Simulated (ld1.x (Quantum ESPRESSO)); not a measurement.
# In: one change to a TM potential, before and after

In, norm-conserving Troullier–Martins (Kleinman–Bylander form), made with ld1.x (Quantum ESPRESSO) 7.5 (PBE, scalar-relativistic). Core [Kr], reference 4d10 5s1.75 5p1.25. Waves: 5p (bound): rc 1.95 bohr; 4d (bound): rc 1.20 bohr; 5s (bound): rc 2.15 bohr. Local part: the s channel. Core correction: none.

All-electron outer shells of the reference configuration (PBE, scalar-relativistic, ld1.x):

```csv
shell,level (eV),outermost node (bohr),outermost maximum (bohr)
4s,-120.10,0.41,0.77
4p,-78.57,0.42,0.82
4d,-19.05,0.40,0.94
5s,-8.47,1.02,2.16
5p,-2.70,1.14,2.85
```

Change: core correction a·sin(br)/r model core inside 1.50 bohr.

Cutoffs: the cutoffs (Ry, on a coarse ladder) from which the occupation-weighted sum of valence levels, in a spherical-Bessel basis at the reference potential, stays within 10 and 1 mRy of its value at 400 Ry; they do not see the model core or the augmentation charge, which bear on the density cutoff. Errors are all-electron minus pseudo energies relative to the spin-unpolarised reference configuration.

Question: How do hardness, ghosts and transferability respond?

Answer: The potential gets neither clearly harder nor softer (90 Ry and 140 Ry → 90 Ry and 140 Ry); of the 7 tests that both files solve, the error grows in 4 and shrinks in 0 by more than 15 % and 0.3 meV (median size 1.8 → 2.6 meV); neither file shows a bound ghost. A model core, the more so a compact one, raises the density cutoff, which this test does not measure.

| quantity | base | changed |
| --- | --- | --- |
| cutoff, loose | 90 Ry | 90 Ry |
| cutoff, tight | 140 Ry | 140 Ry |
| bound ghosts | none | none |
| error for 4d10 5s2 5p1, meV [ΔE -1.43 eV] | +0.3 | +0.1 |
| error for 4d10 5s2 5p0, meV [ΔE 3.93 eV] | +0.6 | -1.3 |
| error for 4d10 5s1 5p0, meV [ΔE 23.17 eV] | +12 | -13 |
| error for 4d10 5s0 5p3, meV [ΔE 10.51 eV] | +4.2 | -5.8 |
| error for 4d9 5s2 5p2, meV [ΔE 16.87 eV] | -240 | -262 |
| error for 4d10 5s1 5p2, meV [ΔE 4.41 eV] | +0.2 | -1.5 |
| error for 4d10 5s1 5p1, meV [ΔE 10.52 eV] | +1.8 | -2.6 |
| s: phases at 2.34 bohr within 0.05 rad from the reference energy up to (Ry; the scan ends near 5) | 3.4 | 3.4 |
| p: phases at 2.34 bohr within 0.05 rad from the reference energy up to (Ry; the scan ends near 5) | 4.8 | 4.8 |
| d: phases at 2.34 bohr within 0.05 rad from the reference energy up to (Ry; the scan ends near 5) | 0.6 | 0.6 |
